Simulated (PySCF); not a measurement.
Compound: CH₈ClSi₃ (doublet state).
Structure used (GFN2-xTB), in Å, numbered top down from 1:
```
atom  x, y, z in Å
C1    -2.0181   -0.7963    1.0339
Si2   -1.5503    0.8253    0.1469
Si3    0.7005    1.2468    0.0296
Si4    2.2073   -0.2312   -0.9460
Cl5    1.2950   -2.0677   -0.9428
H6    -1.6683   -1.6527    0.4613
H7    -3.0921   -0.9019    1.1593
H8    -1.5630   -0.8548    2.0187
H9    -2.3455    0.8452   -1.0969
H10    0.8758    2.5475   -0.6423
H11    1.1554    1.4891    1.4144
H12    3.4983   -0.4756   -0.2951
H13    2.5006    0.0268   -2.3587
```

The hyperfine couplings belong to this conformer and change with its torsions.

The species is `C[SiH][SiH2][SiH2]Cl` [radical].

Theory: PySCF, UKS B3LYP, pcH-1 on C Cl H Si, non-relativistic, mean-field spin-orbit, GIAO. One conformer (not necessarily the lowest) at the GFN2-xTB geometry, without solvent, vibrations or thermal averaging. The geometry wasn't refined by DFT: couplings that depend on bond lengths, twists or pyramidal angles can differ widely from those at the functional's own minimum, by a factor of two or more for some ions and for spin on atoms past the first row. Stability of the SCF solution: not tested.

Q: Break the g tensor into its mass correction, gauge correction and orbital-Zeeman/spin–orbit terms.

A: 
```json
{"Δg (ppm)": "relativistic mass correction", "1": "-130", "2": "-130", "3": "-130"}
{"Δg (ppm)": "gauge correction", "1": "6", "2": "49", "3": "53"}
{"Δg (ppm)": "orbital Zeeman/spin–orbit", "1": "-273", "2": "2347", "3": "3387"}
{"Δg (ppm)": "total", "1": "-396", "2": "2266", "3": "3311"}
```

So g = 2.00192, 2.00459, 2.00563 and g_iso = 2.00405; the tensor is rhombic: the two nearest values differ by 28 % of g3 − g1. Axes: g2 points within 10° of the Si2–Si3 bond.

Q: Average each term over the three axes. Which is largest in size?

A: The orbital-Zeeman/spin–orbit term 1820, the mass correction -130 and the gauge correction 36 ppm, for a total of 1727 ppm. The orbital-Zeeman/spin–orbit term is the largest in size. The mass correction is the same along every axis, so the anisotropy comes from the other two: their spans along these axes are 47 (gauge) and 3660 ppm (orbital Zeeman/spin–orbit).

Q: What are the electron Larmor frequencies g μB B/h along the three axes at 350 mT?

A: 9.8068, 9.8198, 9.8250 GHz for g1, g2 and g3, a range of 18.2 MHz.

Q: At 9.329 GHz, how far is the centre of the isotropic spectrum from where a free electron (g = 2.002319) resonates?

A: B = hν/(g μB) with μB/h = 13.99624 MHz/mT gives 332.88 mT for the free electron and 332.60 mT at g_iso, 0.29 mT lower.

Q: In a frozen sample, at which fields do the three g values resonate at 9.5, 34, 94 and 263 GHz (hyperfine left aside), and which band first spreads them over more than twice a line width of 0.5 mT?

A: 
```
band    GHz  B(g3) mT  B(g2) mT  B(g1) mT  spread mT
   X    9.5    338.42    338.60    339.05       0.63
   Q   34.0   1211.20   1211.83   1213.44       2.24
   W   94.0   3348.62   3350.36   3354.82       6.20
   J  263.0   9369.00   9373.88   9386.35      17.35
```

The spread grows in proportion to the frequency. Q band is the first where it exceeds 1.0 mT.

The largest Mulliken spin population is on Si2 (+0.93). The angles at Si2 add up to 339.5°, so it is pyramidal.

The HOMO–LUMO gaps are 4.80 eV among the α and 5.00 eV among the β orbitals.
